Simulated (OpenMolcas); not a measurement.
# V2+: moving the ligands

V2+ with 6 ligands (fluoride) in octahedral coordination (Oh) at 2.1 Å. A charge of +0.667 e stands 2.4 Å behind each ligand. Ligand basis ANO-RCC-VDZP.
```
V     0.0000    0.0000    0.0000
F     2.1000    0.0000    0.0000
F     0.0000    2.1000    0.0000
F    -2.1000    0.0000    0.0000
F     0.0000   -2.1000    0.0000
F     0.0000    0.0000    2.1000
F     0.0000    0.0000   -2.1000
```

```yaml
Program: OpenMolcas
Method: "SS-CASPT2, IPEA 0.25 Eh, imaginary shift 0.1 Eh (closed shells correlated: 3s 3p and the ligand valence shells)"
Basis: ANO-RCC-VDZP [5s4p2d1f]
Scalar_Hamiltonian: DKH2, point nucleus
Active_space: 3 electrons in 5 orbitals (3d)
State_averaging: 2S+1 = 4 even, 10 roots; 2S+1 = 2 even, 40 roots
Spin-orbit_coupling: RASSI with atomic mean-field integrals over the reference wave functions
```

Runs around this geometry, states (labels of O, the rotations of Oh). Energies in cm-1 above the lowest state or level, χT in cm3 K/mol.

```json
{"R (Å)": "2.07", "Ground state": "4A2", "First state of that spin": "4T2 10660", "First gap with spin-orbit (degeneracies)": "10590 (4, 2)", "χT at 300 K": "1.853", "First state of another spin": "2E 13820"}
{"R (Å)": "2.1", "Ground state": "4A2", "First state of that spin": "4T2 9880", "First gap with spin-orbit (degeneracies)": "9810 (4, 2)", "χT at 300 K": "1.851", "First state of another spin": "2E 13780"}
{"R (Å)": "2.24", "Ground state": "4A2", "First state of that spin": "4T2 6920", "First gap with spin-orbit (degeneracies)": "6860 (4, 2)", "χT at 300 K": "1.838", "First state of another spin": "2E 13650"}
```

Taking the first state of the same spin as R^-n, n = -ln(6920 / 10660) / ln(2.24 / 2.07) = 5.5 between the shortest and longest distance.

Roots that are degenerate in the reference are averaged as groups; the widest CASPT2 spread within a group is 100 cm-1 (the 2-fold group of multiplicity 2 near 25300 cm-1 above the lowest state of its run, R = 2.1). Shifts and gaps below about the spread of the groups concerned are not significant. Over all roots computed the reference weight is 0.71 to 0.72 in R = 2.07, 0.71 to 0.72 in R = 2.1, 0.71 to 0.72 in R = 2.24; a low but even weight reflects the number of correlated electrons. Ligand-to-metal charge-transfer states are missing. These CASPT2 states fit no ligand-field parameters well, so their order and spin gaps are uncertain. With no ligand orbital active B as a rule stays too high, so bands that hang on it stand too high and its fall with covalency is understated. With one d shell and no ligand orbital active, 10Dq can be off by tens of per cent for divalent 3d ions, low with halides held by bare charges and at times high in hosts. Free-ion shares, where given, are those of the reference states; single-state CASPT2 does not remix them. No measured value stands beside these numbers; the geometry is a model, was not optimised and need not be the one that this ion takes.
